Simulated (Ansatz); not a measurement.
Start from `NB(F)[SiH2]Cl` and change one atom or group to get `NB(F)S`.

Ansatz, PBE0-D4/def2-TZVP geometries, multiplicity 1. Each molecule was computed in one conformer, which needn't be the lowest.

```
                             property  `NB(F)[SiH2]Cl`
  LUMO energy (B3LYP/def2-TZVPP) / eV            -0.59
 HOMO–LUMO gap (PBE0/def2-TZVPP) / eV             7.85
LUMO energy (ωB97M-V/def2-TZVPP) / eV             1.57
HOMO energy (ωB97M-V/def2-TZVPP) / eV           -10.41
   LUMO energy (PBE0/def2-TZVPP) / eV            -0.40
  HOMO–LUMO gap (PBE/def2-TZVPP) / eV             5.60
```

(1) Give the same properties after the change, and the shifts. (Best estimate.)

## Answers

(1) Computed: 
```tsv
property	`NB(F)S`	shift
LUMO energy (B3LYP/def2-TZVPP) / eV	0.11	0.70
HOMO–LUMO gap (PBE0/def2-TZVPP) / eV	7.85	0.00
LUMO energy (ωB97M-V/def2-TZVPP) / eV	1.95	0.38
HOMO energy (ωB97M-V/def2-TZVPP) / eV	-9.59	0.82
LUMO energy (PBE0/def2-TZVPP) / eV	0.45	0.85
HOMO–LUMO gap (PBE/def2-TZVPP) / eV	5.69	0.09
```

B3LYP here is the variant with VWN-RPA as its local correlation; programs differ in this.
